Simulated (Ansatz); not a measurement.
Relaxation of C2H9BOSi (14 atoms, charge 0, multiplicity 1), to a largest force component of 0.015 eV/Å in at most 40 steps.

Method: Ansatz, RKS PBE-D4/def2-SVP.

```xyz
14
Properties=species:S:1:pos:R:3
B -0.184 1.725 2.039
O 0.231 1.136 0.782
C 0.017 -0.251 0.877
Si 0.707 -1.047 -0.693
C -0.374 -0.428 -2.143
H 0.519 1.959 2.921
H -1.328 2.132 2.126
H 0.695 -0.665 1.716
H -1.022 -0.498 1.060
H 0.469 -2.514 -0.561
H 2.041 -0.740 -0.886
H -1.428 -0.649 -1.940
H -0.082 -0.880 -3.077
H -0.274 0.689 -2.191
```

Where does it end, and by what steps?

The forces met the threshold. After 20 steps the energy has fallen by 1.318 eV; H7 moved furthest, 1.28 Å.

```tsv
step	energy less start (eV)	largest force component (eV/Å)	accepted
0	0.0000	3.341	yes
1	-0.3512	1.787	yes
2	-0.5047	0.628	yes
3	-0.5490	0.223	yes
4	-0.6337	0.527	yes
5	-0.7199	0.848	yes
6	-0.8934	0.704	yes
7	-1.0792	0.633	yes
8	-1.1892	0.697	yes
9	-1.2054	0.767	yes
10	-1.2716	0.535	yes
11	-1.2579	0.341	no
12	-1.2987	0.085	yes
13	-1.3051	0.137	yes
14	-1.3103	0.213	yes
15	-1.3142	0.105	yes
16	-1.3150	0.084	yes
17	-1.3171	0.044	yes
18	-1.3147	0.166	no
19	-1.3176	0.022	yes
20	-1.3177	0.008	yes
```

```xyz
14
Properties=species:S:1:pos:R:3
B -0.036 1.811 1.847
O -0.591 0.901 1.017
C -0.212 -0.484 1.010
Si 0.663 -0.910 -0.641
C -0.438 -0.434 -2.095
H 0.810 1.470 2.663
H -0.428 2.957 1.728
H 0.440 -0.720 1.882
H -1.138 -1.091 1.110
H 0.963 -2.387 -0.628
H 1.965 -0.152 -0.685
H -1.369 -1.036 -2.099
H 0.078 -0.588 -3.063
H -0.721 0.636 -2.015
```

Whether the end is a true minimum wasn't checked by a vibrational analysis.

Run time: 48 s on 2 threads of Arm Neoverse V2, on a shared host, peak memory 0.15 GiB.
